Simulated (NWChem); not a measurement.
# C$_{2}$H$_{6}$NO cation; SMILES C(=[OH+])(C)N

```xyz
10

C      0.1485    -1.4082     0.0012
C     -0.0052     0.0633     0.0005
N      1.0124     0.8740    -0.0003
O     -1.1714     0.6224     0.0000
H     -0.3511    -1.8262     0.8905
H      1.2000    -1.7176     0.0064
H     -0.3447    -1.8272    -0.8912
H      0.8675     1.8838    -0.0010
H      1.9659     0.5248    -0.0003
H     -1.9067    -0.0108     0.0008
```
Atoms are numbered in this order, from 1.

Results from NWChem. Geometry optimised at PBE0/def2-SVP; all other runs use it. Pople sets run with spherical d functions.

```csv
quantity,level,value
orbital gap (eV),RPBE/6-31G*,6.26
cavity-dispersion-structure term (kcal/mol) in methanol,"PBE0/6-31G*, SMD",(withheld)
"charge (e), ESP N3",B3LYP/def2-SVP,(withheld)
"vertical, lowest state with f > 0.02, singlet (eV)","B3LYP/6-31G*, full TDDFT",8.33
highest harmonic frequency (cm⁻¹),PBE0/def2-SVP,3810
```

Q: Complete the blanks.

A: 
- cavity-dispersion-structure term (kcal/mol) in methanol, value: 1.8
- charge (e), ESP N3, value: -0.59
